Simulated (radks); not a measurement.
H I, configuration 1s1. Calculated with a radial shooting solver on a logarithmic mesh with Libxc functionals: scalar-relativistic Kohn-Sham, BLYP, spin-unpolarised, spherical densities, point nucleus; without spin polarisation the odd electron is poorly described.

Radial electron density D(r) = 4 pi r^2 rho(r):

```
   r/bohr * D(r) (the largest magnitude, 0.494, reaches the edge; | marks zero)
   0.1094 |   *
   0.1175 |    *
   0.1273 |    *
   0.1379 |     *
   0.1482 |      *
   0.1606 |       *
    0.174 |        *
   0.1869 |         *
   0.2025 |          *
   0.2194 |            *
   0.2358 |             *
   0.2554 |               *
   0.2767 |                 *
   0.2973 |                   *
   0.3221 |                      *
   0.3489 |                        *
   0.3749 |                          *
   0.4062 |                             *
     0.44 |                                *
   0.4729 |                                   *
   0.5122 |                                     *
   0.5549 |                                        *
   0.5963 |                                           *
    0.646 |                                              *
   0.6998 |                                                *
    0.752 |                                                  *
   0.8147 |                                                    *
   0.8825 |                                                     *
   0.9484 |                                                      *
    1.027 |                                                      *
    1.113 |                                                      *
    1.196 |                                                     *
    1.296 |                                                   *
    1.404 |                                                 *
    1.508 |                                              *
    1.634 |                                          *
     1.77 |                                       *
    1.902 |                                   *
    2.061 |                              *
    2.232 |                          *
    2.399 |                      *
    2.599 |                  *
    2.815 |              *
    3.025 |           *
    3.277 |        *
     3.55 |      *
    3.815 |    *
    4.133 |  *
    4.477 | *
    4.812 |*
    5.212 |*
    5.646 |*
    6.068 *
    6.573 *
```

D(r) has 1 maximum, at r = 1.02 bohr.
